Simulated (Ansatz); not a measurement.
Relaxation of F₃GeH₃Si (8 atoms, charge 0, multiplicity 1), to a largest force component of 0.03 eV/Å in at most 50 steps.

Level of theory: RKS PBE/def2-SVP (Ansatz).

```xyz
8
Properties=species:S:1:pos:R:3
Ge -0.022 -0.458 1.085
Si 0.005 0.536 -1.010
F 0.559 -0.714 -1.934
F -1.447 0.982 -1.581
F 1.007 1.798 -1.205
H -1.412 -1.118 1.297
H 0.244 0.534 2.253
H 1.066 -1.558 1.096
```

Q: Where does it end, and by what steps?

A: The forces met the threshold. After 9 steps the energy has fallen by 0.097 eV; F3 moved furthest, 0.47 Å.

```json
{"step": "0", "energy less start (eV)": "0.0000", "largest force component (eV/Å)": "0.823", "accepted": "yes"}
{"step": "1", "energy less start (eV)": "-0.0501", "largest force component (eV/Å)": "0.636", "accepted": "yes"}
{"step": "2", "energy less start (eV)": "-0.0711", "largest force component (eV/Å)": "0.403", "accepted": "yes"}
{"step": "3", "energy less start (eV)": "-0.0871", "largest force component (eV/Å)": "0.231", "accepted": "yes"}
{"step": "4", "energy less start (eV)": "-0.0928", "largest force component (eV/Å)": "0.193", "accepted": "yes"}
{"step": "5", "energy less start (eV)": "-0.0948", "largest force component (eV/Å)": "0.166", "accepted": "yes"}
{"step": "6", "energy less start (eV)": "-0.0961", "largest force component (eV/Å)": "0.087", "accepted": "yes"}
{"step": "7", "energy less start (eV)": "-0.0971", "largest force component (eV/Å)": "0.038", "accepted": "yes"}
{"step": "8", "energy less start (eV)": "-0.0973", "largest force component (eV/Å)": "0.046", "accepted": "yes"}
{"step": "9", "energy less start (eV)": "-0.0974", "largest force component (eV/Å)": "0.024", "accepted": "yes"}
```

```xyz
8
Properties=species:S:1:pos:R:3
Ge -0.027 -0.492 1.116
Si 0.026 0.464 -1.052
F 0.175 -0.669 -2.206
F -1.330 1.298 -1.375
F 1.273 1.490 -1.225
H -1.238 -1.450 1.219
H -0.163 0.635 2.166
H 1.284 -1.277 1.358
```

Whether the end is a true minimum wasn't checked by a vibrational analysis.

Time of the run: 20 s on 2 threads of Arm Neoverse V2, with other jobs on the host, peak memory 0.14 GiB.
